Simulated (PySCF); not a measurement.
H5BiSiTe2, SMILES [SiH3][Bi]([TeH])[TeH] (CAM-B3LYP/def2-SVP optimised geometry):

```
9

Bi     0.728     0.867     0.000
Si     0.765    -1.727    -0.668
H     -0.080    -2.530     0.257
H      2.171    -2.208    -0.604
H      0.252    -1.863    -2.058
Te     1.411     0.210     2.715
H      1.772     1.802     3.034
Te    -2.148     0.867     0.000
H     -2.171     2.530     0.000
```

Computed with CAM-B3LYP/def2-TZVP, def2 effective core potentials past Kr in PySCF.

Q: What are the frontier orbital energies and the dipole moment?

A: HOMO-2 -8.49 eV, HOMO-1 -7.57 eV, HOMO -7.35 eV, LUMO -1.36 eV, LUMO+1 -0.71 eV; dipole moment 1.91 D.

On the same geometry PBE/def2-TZVP, def2 effective core potentials past Kr (PySCF) gives HOMO-2 -6.45 eV, HOMO-1 -5.49 eV, HOMO -5.23 eV, LUMO -2.82 eV, LUMO+1 -2.23 eV; dipole moment 1.66 D.
